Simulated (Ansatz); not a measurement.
Ca2Se2 was relaxed with PBE0-D4 (def2-SVP) in Ansatz in these states: neutral quintet, neutral singlet, neutral triplet. The geometries follow in no particular order.

A:

```
atom   x (Å)   y (Å)   z (Å)
 Ca1   1.531  -0.078   0.673
 Ca2  -1.531   0.078  -0.672
 Se3  -0.380   1.730   1.066
 Se4   0.381  -1.729  -1.067
```

B:

```xyz
4

Ca    0.732   -0.814   -1.703
Ca   -0.731    0.814    1.703
Se    0.539    1.918   -0.685
Se   -0.541   -1.918    0.684
```

C:

```xyz
4

Ca   -0.672   -0.979   -1.441
Ca   -0.164    0.352    1.826
Se    1.522   -0.949    0.150
Se   -0.685    1.576   -0.535
```

Problem. Judge from the bond lengths which geometry belongs to which state (an estimate).

Solution. A is the neutral singlet (Ca1–Ca2 3.348 Å, Ca2–Se3 2.660 Å, Ca1–Se4 2.660 Å); B is the neutral quintet (Ca1–Ca2 4.048 Å, Ca2–Se3 2.922 Å, Ca1–Se4 2.922 Å); C is the neutral triplet (Ca1–Ca2 3.565 Å, Ca2–Se3 2.711 Å, Ca1–Se4 2.710 Å).

At PBE0-D4/def2-TZVP a singlet lies 4.49 eV below the neutral quintet. At PBE0-D4/def2-TZVP a singlet lies 2.00 eV below the neutral triplet. These are the stationary points nearest to one start from a short search; other shapes may lie lower in each state.
